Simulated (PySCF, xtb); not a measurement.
C4H4F2, SMILES FC1=C(F)CC1.

GFN2-xTB (xtb) at its own geometry gives an orbital gap of 5.02 eV and a dipole moment of 3.37 D.

Geometry: B3LYP-D3(BJ)/def2-SVP.

**Question.** What does PBE/def2-TZVP (PySCF) give? (An estimate is asked for; the answer gives what the named calculation found.)

**Answer.** gap 5.61 eV (levels -5.74 and -0.13 eV), dipole 2.03 D.
